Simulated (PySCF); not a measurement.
Ti(Cl)4 anion (Cl₄Ti), SMILES [Ti]([Cl])([Cl])([Cl])[Cl] (connectivity only; charge and spin as stated), charge -1, multiplicity 2. Atoms are numbered in the order given.

```xyz
5

Ti     0.0000     0.0000     0.0000
Cl    -1.2897     1.2897    -1.3872
Cl    -1.2897    -1.2897     1.3872
Cl     1.2897    -1.2897    -1.3872
Cl     1.2897     1.2897     1.3872
```
Charge -1, spin multiplicity 2.

Coordinates come from a r2SCAN-D4/def2-SVPD optimisation. The spin state was assumed, not searched. The isomer is the one that the SMILES or the coordinates give; other isomers of the formula were not compared.

Computed with PySCF with PBE0/def2-SVPD.

Mulliken values depend strongly on the basis, most of all with diffuse functions as here. Atomic charges (e):

| atom | Mulliken | meta-Löwdin | Mulliken spin |
|---|---|---|---|
| Ti1 | 1.20 | 1.21 | 1.06 |
| Cl2 | -0.55 | -0.55 | -0.01 |
| Cl3 | -0.55 | -0.55 | -0.01 |
| Cl4 | -0.55 | -0.55 | -0.01 |
| Cl5 | -0.55 | -0.55 | -0.01 |
